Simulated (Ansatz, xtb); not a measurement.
Gas-phase reaction R1 → P1, each structure at its B3LYP-D3(BJ)/def2-TZVP stationary point, reached from a drawn start; harmonic modes at that level show minima.
R1, CH2O2 (SMILES O=CO) (charge 0, multiplicity 1, Z-matrix in Å and degrees):
```
C
O 1 1.1967
O 1 1.3439 2 125.18
H 3 0.9719 1 107.71 2 0.00
H 1 1.0974 2 125.25 3 -180.00
```
P1, CH2O2 (SMILES O=CO) (charge 0, multiplicity 1, Z-matrix in Å and degrees):
```
C
O 1 1.1899
O 1 1.3504 2 122.53
H 3 0.9666 1 110.05 2 180.00
H 1 1.1043 2 123.99 3 180.00
```

P less R. No zero-point or thermal terms.

Cores are frozen in the correlated methods.

Run with Ansatz (Gaussian basis) for Hartree–Fock, density functionals and correlated methods; xtb for the GFN methods. No computed number here is a measurement.

The comparison value is 4.30 kcal/mol (CCSD(T)/cc-pVQZ). It is a level with limits of its own, not the exact answer.

Problem. Order these levels by how close they come to the comparison value for the reaction energy, closest first: SVWN5/def2-TZVPP, HF/cc-pVQZ, GFN2-xTB, HF/cc-pVTZ. Give each level's value less the comparison value.

Solution. SVWN5/def2-TZVPP (-0.13 kcal/mol), HF/cc-pVQZ (0.44 kcal/mol), HF/cc-pVTZ (0.66 kcal/mol), GFN2-xTB (2.77 kcal/mol)

Ansatz is a first-principles code.
